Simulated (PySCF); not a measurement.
Sn(H)(Br)2(OH) (Br2H2OSn), SMILES [OH][SnH]([Br])[Br].

The structure is a stationary point at PBE0-D3(BJ)/def2-SVP. The structure was generated by enumeration; whether it is a known compound was not checked. The def2 effective core potentials stand for the cores of Sn; spin–orbit coupling is left out. The values are those of a single conformer.

Two levels are set side by side: TDA-PBE/def2-SVPD (PySCF) and TDA-ωB97X/def2-SVPD (PySCF). Vertical, same geometry. The lowest singlet is HOMO→LUMO 94 % with PBE and HOMO→LUMO 85 % with the other functional; states are paired by order. Differences are taken from unrounded values.

| quantity | TDA-PBE |
|---|---|
| lowest singlet excitation (eV) | 4.21 |
| lowest triplet excitation (TDA) (eV) | 3.91 |
| first bright state (f over 0.05) (eV) | 4.77 |
| its oscillator strength | 0.05 |

Question: These are the TDA-PBE values. What does TDA-ωB97X give? (Estimate from the structure and the level; the computed values follow.)

Answer: 
```csv
quantity,TDA-ωB97X,TDA-PBE minus TDA-ωB97X
lowest singlet excitation (eV),5.49,-1.28
lowest triplet excitation (TDA) (eV),4.98,-1.07
first bright state (f over 0.05) (eV),6.41,-1.63
its oscillator strength,0.14,-0.09
```

A lower first singlet is the usual sign of a functional without exact exchange. Differences between two approximate levels are no errors against the true value.

Rough cost on one machine, each run with all the roots and properties that it gave: TDA-ωB97X against TDA-PBE about 3 times.
